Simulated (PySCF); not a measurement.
**Platinum: a sound run and one with changed settings**

Sound run: Pt⁺ [Xe] 4f14 5d9, Pt²⁺ [Xe] 4f14 5d8. All numbers are calculated (PySCF 2.14, a scalar-relativistic core potential, in aug-cc-pVDZ-PP with ECP60MDF (5s5p4d2f, 54 functions)). The sound run starts from symmetry-adapted Hartree-Fock orbitals and uses a fine grid where one is needed.

Changed run: initial guess atom, at most 5 SCF cycles. This setting is unsound on purpose.

```csv
species,method,sound run (hartree),changed run (hartree),converged
Pt⁺,UHF,-118.23434,-118.23258,no
Pt⁺,PBE,-119.06586,-119.06141,no
Pt⁺,MN15,-118.83666,-118.83480,no
Pt²⁺,UHF,-117.61411,-117.61411,no
Pt²⁺,PBE,-118.36336,-118.36336,no
Pt²⁺,MN15,-118.12831,-118.12831,no
```

The SCF was stopped early; the energies are upper bounds that still move, and correlated levels were skipped or rest on poor orbitals.
